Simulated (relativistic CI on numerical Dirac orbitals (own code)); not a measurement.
**Hf2+: 5p photoemission**

Computed with this model: Dirac-Coulomb-Breit CI, separate exchange-only KLI orbitals for each configuration, QED by a radiative potential, valence Slater integrals scaled by 0.8, multiplet model of photoemission in the sudden approximation; configurations [Xe] 4f14 5d2 → [Kr] 4d10 4f14 5s2 5p5 5d2; 300 K; Lorentzian 1.5 eV and Gaussian 0.6 eV FWHM. Energies are those of the free ion, without screening or charge transfer. The energies are binding energies and can lie tens of eV above those of solids. S is read from ⟨S²⟩ = S(S + 1).

Field parameters in Wybourne normalisation: Oh B⁴₀ = 21Dq, B⁴₄ = √(5/14) B⁴₀. The field is a parameter set, without covalency.

free ion: ground-state S = 0.97, centroid 56.77 eV. Peaks (eV, height): 53.4 (100), 57.4 (23), 62.8 (39), 67.4 (24).

Oh, 10Dq = 5500 cm⁻¹: ground-state S = 0.98, centroid 56.82 eV. Peaks (eV, height): 53.6 (100), 57.6 (23), 62.4 (40), 67.4 (20).

Oh, 10Dq = 24950 cm⁻¹: ground-state S = 0.99, centroid 56.89 eV. Peaks (eV, height): 53.4 (100), 60.0 (25), 62.4 (40), 68.4 (12).

Oh, 10Dq = 34700 cm⁻¹: ground-state S = 0.99, centroid 56.89 eV. Peaks (eV, height): 53.4 (100), 60.8 (33), 62.4 (35), 64.4 (23), 69.4 (8).

Oh, 10Dq = 44400 cm⁻¹: ground-state S = 0.99, centroid 56.90 eV. Peaks (eV, height): 53.4 (100), 61.4 (42), 65.0 (23).

Strongest unbroadened transitions for Oh, 10Dq = 24950 cm⁻¹:

| Energy (eV) | Relative strength |
| --- | --- |
| 52.39 | 26.1 |
| 52.40 | 73.1 |
| 52.45 | 71.8 |
| 52.46 | 71.3 |
| 53.21 | 100.0 |
| 53.33 | 74.2 |
| 53.34 | 32.7 |
| 53.57 | 44.4 |
| 53.83 | 53.2 |
| 53.84 | 26.2 |
| 54.03 | 28.0 |
| 54.14 | 40.2 |
| 54.43 | 40.9 |
| 54.44 | 81.7 |
| 62.19 | 40.5 |
| 62.37 | 39.7 |
| 62.38 | 43.6 |
| 63.11 | 26.2 |
